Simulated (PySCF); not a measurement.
Cd(Br)(Et) (C2H5BrCd), SMILES C[CH2][Cd][Br].

Geometry: PBE0-D3(BJ)/def2-SVP. The def2 effective core potentials stand for the cores of Cd; spin–orbit coupling is left out. Other conformers were not sampled.

Two levels are set side by side: PBE/def2-TZVP (PySCF) and B3LYP/def2-TZVP (PySCF). Same geometry, gas phase. Differences are taken from unrounded values.

```csv
quantity,B3LYP
orbital gap (eV),6.19
highest occupied level (eV),-7.43
lowest empty level (eV),-1.23
dipole moment (D),3.36
mean polarisability (bohr³),79.0
```

**Question.** What does PBE give, and how far is it from B3LYP? (An estimate is asked for; the answer gives what the named calculation found.)

**Answer.** 
| quantity | PBE | PBE minus B3LYP |
|---|---|---|
| orbital gap (eV) | 4.83 | -1.37 |
| highest occupied level (eV) | -6.57 | 0.85 |
| lowest empty level (eV) | -1.75 | -0.51 |
| dipole moment (D) | 3.32 | -0.04 |
| mean polarisability (bohr³) | 81.4 | 2.4 |

PBE's occupied levels lie high since its potential decays too fast outside the molecule; exact exchange lowers them and widens the gap. Loosely held outer electrons make PBE densities more polarisable. Differences between two approximate levels are no errors against the true value.

Rough cost on one machine, each run with all the roots and properties that it gave: B3LYP against PBE within a factor of 2.
